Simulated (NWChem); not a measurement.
System: CdH2O2; SMILES [OH][Cd][OH]

Here is an NWChem input.

```
start job
memory heap 200 mb stack 900 mb global 1100 mb
geometry units angstroms noautosym
  Cd     0.000000     0.000000    -0.418494
  O     -1.955264    -0.022886    -0.549111
  H     -2.367215     0.300000     0.321922
  O      1.955264     0.022886    -0.549111
  H      2.367215    -0.300000     0.321922
end
basis spherical
  * library def2-svp
end
ecp
  Cd library def2-ecp
end
dft
  xc pbe0
  grid fine
  iterations 150
end
driver
  maxiter 120
  tight
end
task dft optimize
dft
  grid fine
  convergence energy 1d-8 density 1d-7
end
task dft freq numerical
```

def2 effective core potentials on Cd; no spin-orbit coupling.

The level has its own optimisation; frequencies are unscaled.

Predict the main results of this run. (PBE0/def2-SVP with def2 effective core potentials on Cd.) Quantities: r Cd–O (Å); r H–O (Å); highest harmonic frequency (cm⁻¹); lowest (cm⁻¹); zero-point energy (kcal/mol).


```
Item                               Result
---------------------------------  ------
r Cd–O (Å)                          1.959
r H–O (Å)                           0.964
highest harmonic frequency (cm⁻¹)    3891
lowest (cm⁻¹)                         136
zero-point energy (kcal/mol)         15.8
```
